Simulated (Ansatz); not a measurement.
`[OH][GaH][SiH2][SeH]` + H–F → `[OH][GaH][SiH2]F` + H₂Se  (ligand exchange at the Si–Se bond)

Gas-phase electronic energies from Ansatz, PBE0-D4/def2-TZVP geometries. CCSD(T)/CBS adds triple-zeta CCSD(T) − MP2 to the extrapolated MP2 energy (def2 sets, frozen cores). This one scheme is used for every species. DFT in def2-TZVPP. For Ga, Se outer-core shells are correlated without core-valence functions, which leaves a few kJ/mol of doubt a bond. Scalar relativity is left out up to krypton. One conformer a species, not always the lowest.

```
    level  ΔE (kcal/mol)
r2SCAN-D4          -13.5
  r2SCANh          -13.4
```

(1) What does CCSD(T)/CBS give? (An estimate is asked.)

Largest T1 diagnostic among the species: 0.015.

Results:

(1) The calculation gave: -12.0 kcal/mol. The listed levels differ from it by -1.5, -1.4 kcal/mol.

The D4 term adds +2.3 kcal/mol with B3LYP and +1.2 kcal/mol with PBE0; it sums over pairs of atoms, weighted by their polarisabilities, and B3LYP, whose exchange is more repulsive, gets the larger term. In def2-TZVPP, CCSD(T) changes the Hartree–Fock value by +5.5 kcal/mol (the triples alone add +0.9 kcal/mol) and MP2 by +7.0 kcal/mol. From r2SCAN to r2SCAN0 (25 % exact exchange), in def2-TZVPP and without D4, ΔE moves by +0.8 kcal/mol.

CCSD(T)/CBS has its own doubt, a few kJ/mol and more with outer-core shells, so smaller differences from it don't rank the levels.

B3LYP here is the variant with VWN-RPA as its local correlation; programs differ in this.
